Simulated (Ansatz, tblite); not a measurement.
Cost and result up the ladder for `[H]/C=C/c1ccc(/C=C/c2cccs2)s1` (24 atoms). The state is a singlet with charge 0. Geometry: r2SCAN-D4/def2-SVP.

```xyz
24

H    -3.1989   -4.7389   -3.6737
C    -2.7550   -4.2374   -2.8107
C    -2.1767   -3.0269   -2.9400
C    -1.5552   -2.2652   -1.8754
C    -1.4001   -2.5655   -0.5240
C    -0.7345   -1.5641    0.2054
C    -0.3598   -0.4640   -0.5687
C     0.3272    0.7458   -0.2050
C     0.7645    1.0594    1.0467
C     1.4531    2.2597    1.4330
C     1.9020    2.5925    2.7069
C     2.5486    3.8528    2.7678
C     2.5956    4.4822    1.5439
S     1.8480    3.5394    0.3089
S    -0.8557   -0.7108   -2.2193
H    -2.8016   -4.7595   -1.8500
H    -2.1633   -2.5563   -3.9308
H    -1.7652   -3.4956   -0.0831
H    -0.5264   -1.6320    1.2752
H     0.5056    1.4636   -1.0155
H     0.5933    0.3530    1.8676
H     1.7588    1.9311    3.5646
H     2.9670    4.2849    3.6791
H     3.0288    5.4517    1.2971
```

Ansatz on 4 threads of Intel Xeon 6975P-C on a shared host; xTB runs through tblite on one thread. Times are rough, summed over both states, and most runs start from the orbitals of an earlier one. PBE0-D4/def2-SVP serves as the yardstick here, not as an exact answer. The other state is a doublet.

The xTB rows come from tblite.

Raw xTB energies of ions are shifted by several eV.

```csv
level,functions,wall time,vertical IE (eV),difference from PBE0-D4/def2-SVP (eV)
GFN2-xTB,76,0.039 s,11.79,4.96
GFN1-xTB,86,0.045 s,12.55,5.72
PBE-D4/def2-SVP,254,6 s,6.67,-0.16
PBE0-D4/def2-SVP,254,13 s,6.83,0.00
```
